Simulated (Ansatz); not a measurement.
Relaxation of CH$_{6}$BNOS (11 atoms, charge 0, multiplicity 1), to a largest force component of 0.02 eV/Å in at most 50 steps.

Method: Ansatz 0.2.0, RKS r2SCAN-D4/cc-pVDZ.

```xyz
11
Properties=species:S:1:pos:R:3
B -0.552 1.165 0.287
C 0.207 -0.151 0.022
N 0.425 -0.795 1.296
O 1.522 0.148 -0.586
S -0.773 -1.271 -1.065
H -0.144 2.267 -0.051
H -1.638 1.180 0.791
H 0.126 0.323 0.735
H 1.034 -1.639 1.185
H 1.272 0.490 -1.471
H -0.875 -0.351 -2.097
```

Task: Where does it end, and by what steps?

Result: It converged. After 39 steps the energy has fallen by 10.322 eV; H6 moved furthest, 1.94 Å. The start is strongly strained (largest force component 17 eV/Å), so its close contacts needn't be bonds. Parted: B1–H8, C2–S5, C2–H8. Joined: B1–S5, N3–H8.

```
step  energy less start (eV)  largest force component (eV/Å)  accepted
   0                  0.0000                          17.323       yes
   2                 -4.6601                           3.023       yes
   4                 -6.3934                           3.285       yes
   6                 -8.5469                           2.314       yes
   8                 -9.4400                           0.784       yes
  10                 -9.8274                           2.918       yes
  12                -10.0440                           0.805       yes
  14                -10.0668                           0.598        no
  16                -10.0994                           0.109       yes
  18                -10.1039                           0.088       yes
  20                -10.1052                           0.084       yes
  22                -10.1085                           0.233       yes
  24                -10.1108                           0.055       yes
  26                -10.1129                           0.155       yes
  28                -10.1186                           0.557       yes
  30                -10.1647                           0.674       yes
  32                -10.2411                           1.134       yes
  34                -10.3108                           0.221       yes
  36                -10.3207                           0.064       yes
  38                -10.3222                           0.026       yes
  39                -10.3223                           0.015       yes
```

```xyz
11
Properties=species:S:1:pos:R:3
B -0.580 0.860 -0.498
C 0.698 0.185 0.166
N 0.660 -0.963 0.801
O 1.892 0.764 0.142
S -2.116 -0.294 -0.354
H -0.272 1.165 -1.644
H -0.777 1.873 0.167
H -0.272 -1.397 0.825
H 1.471 -1.369 1.259
H 1.780 1.590 -0.363
H -1.880 -1.049 -1.456
```

Whether the end is a true minimum wasn't checked by a vibrational analysis.

Run time: 2.9 min on 2 threads of Arm Neoverse V1 (shared host), peak memory 0.2 GiB.
